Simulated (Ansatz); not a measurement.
Ansatz (a quantum-chemistry and plane-wave program) input (revPBE/def2-TZVPD):

Ansatz 0.2 input:
```yaml
crystal:
  periodic: [false, false, false]
  atoms:
    - {symbol: Hg, position_ang: [0.00000000, 0.00000000, 0.00000000]}
    - {symbol: I, position_ang: [0.00000000, 0.00000000, 3.03933217]}
    - {symbol: I, position_ang: [-0.00000000, -0.00000000, -3.03933217]}
basis:
  gaussian:
    orbitals: def2-TZVPD
hamiltonian:
  xc: {name: revPBE}
total_charge: -1
magnetization: {spin_polarized: true, initial_magnetization: 1}
output: {forces: true}
```

Output:

```
Functional definition: revPBE
integrals: 0.09 GiB planned
1218 factors; their error is unknown
mean field: 0.71 GiB planned
mean field evaluation 1: about -20386.9693 eV, gradient 1.4e1 eV
mean field evaluation 2: about -20385.4092 eV, gradient 2.4e1 eV
mean field evaluation 4: about -20387.8264 eV, gradient 7.5e-1 eV
mean field evaluation 8: about -20387.8112 eV, gradient 8.1e-3 eV
mean field evaluation 16: about -20385.7083 eV, gradient 6.2e0 eV
mean field -20387.81123927 eV, -749.2382436883 hartree, gradient 8.4e-6 eV, S^2 0.751430; 0 other end points of the search recorded, 0 dependent functions left out
the calculation of the forces begins
reference -20387.81131403 eV, -749.2382464358 hartree; 36, 35 occupied and 128, 129 virtual orbitals, 1218 factors
Total energy: -20387.81131403 eV, -749.2382464358 hartree
Atom 0 at     0.000000     0.000000     0.000000 Å, force    -0.000000     0.000000    -0.000000 eV/Å
Atom 1 at     0.000000     0.000000     3.039332 Å, force     0.000000    -0.000000     0.046236 eV/Å
Atom 2 at    -0.000000    -0.000000    -3.039332 Å, force     0.000000    -0.000000    -0.046236 eV/Å
Dipole moment:     0.000000     0.000000     0.000000 e Å
```

The spin state was set by rule; other spins were not relaxed.
